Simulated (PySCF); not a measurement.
This PySCF input asks for the NMR shieldings of SMILES CC[Si@H]1C(=O)C=C1C[SiH3], C$_{6}$H$_{12}$OSi$_{2}$; the geometry comes from GFN2-xTB.

```python
import basis_set_exchange as bse
import numpy as np
from pyscf import gto, dft
from pyscf.prop import nmr

atoms = """
C    -2.408484   -1.207026   -0.764796
C    -2.268036    0.302642   -0.588150
Si   -0.459433    0.876567   -0.708251
C     0.111092    2.580322    0.042371
O    -0.028084    3.758508   -0.188450
C     0.874218    1.889400    1.080983
C     0.645795    0.578689    0.822389
C     1.186930   -0.592985    1.519408
Si    2.652203   -1.335659    0.529794
H    -3.452830   -1.507710   -0.703179
H    -2.019743   -1.519341   -1.731128
H    -1.857256   -1.738005    0.007618
H    -2.692063    0.592953    0.375066
H    -2.862981    0.806566   -1.351340
H     0.131408    0.456898   -1.984907
H     1.467955    2.336625    1.863583
H     1.534115   -0.323970    2.519087
H     0.421495   -1.363690    1.617588
H     2.154564   -1.822399   -0.757631
H     3.192069   -2.447511    1.315535
H     3.668145   -0.303931    0.332696
"""
names = dict.fromkeys(["C", "Si", "O", "H"], "pcSseg-1")
basis = {el: gto.basis.parse(bse.get_basis(n, elements=[el], fmt="nwchem")) for el, n in names.items()}
mol = gto.M(atom=atoms, basis=basis, charge=0, verbose=0)
mf = dft.RKS(mol, xc="PBE0")
mf.grids.level = 2
mf.grids.alignment = dft.numint.BLKSIZE   # the property module wants whole blocks of grid points
mf.conv_tol = 1e-9
mf.kernel()

calc = nmr.RKS(mf)   # GIAO
C = mf.mo_coeff
Co = C[:, mf.mo_occ > 0]
resp = mf.gen_response(singlet=True, hermi=2)
def vind(x):   # induced exchange potential for any number of trial vectors
    d = np.einsum("pi,xij,qj->xpq", C, 2 * x.reshape(-1, C.shape[1], Co.shape[1]), Co, optimize=True)
    return np.einsum("xpq,pi,qj->xij", resp(d - d.transpose(0, 2, 1)), C, Co, optimize=True).ravel()
mo1, _ = nmr.rhf.solve_mo1(calc, with_cphf=vind)
sigma = calc.kernel(mo1)
for i, s in enumerate(sigma):   # ppm
    print("%2d %-2s %9.2f" % (i, mol.atom_pure_symbol(i), np.trace(s) / 3))
```

**Question.** What does it print?

**Answer.** 
```
 0 C     176.27
 1 C     176.49
 2 Si    346.13
 3 C     -31.34
 4 O    -391.28
 5 C      21.24
 6 C     -21.27
 7 C     161.61
 8 Si    419.57
 9 H      30.14
10 H      30.58
11 H      30.67
12 H      30.61
13 H      30.69
14 H      26.37
15 H      24.53
16 H      28.89
17 H      29.16
18 H      27.55
19 H      27.57
20 H      28.00
```

These numbers come from an equivalent density-fitted implementation of the same equations, which agrees with the script to about 0.01 ppm for H and up to a few tenths of a ppm for heavy atoms, so last digits may differ.

**Question.** Turn these shieldings into chemical shifts. References, each an isolated molecule treated in the same way: TMS for 13C (σref 186.93) and 29Si (σref 349.16) and 1H (σref 31.72); 17O (σref 336.08) vs H2O.

**Answer.** Averaging equivalent atoms: C 3: 218.3; C 6: 208.2; C 5: 165.7; C 7: 25.3; C 0: 10.7; C 1: 10.4; Si 2: 3.0; Si 8: -70.4; O 4: 727.4; H 15: 7.19; H 14: 5.35; H 18/19/20: 4.01; H 16: 2.82; H 17: 2.56; H 9/10/11: 1.25; H 12: 1.11; H 13: 1.03 ppm. Unscaled 17O shifts of doubly bonded oxygen tend to come out too high, by tens of ppm or more. Experimental scales use liquid or dissolved standards, which lie at an offset from isolated H2O (liquid H2O: subtract about 36 ppm).

Size and cost of the density-fitted run: 227 basis functions, 75 s wall time on 1 thread of an Arm Neoverse V1, shared host; peak memory 1.1 GiB.
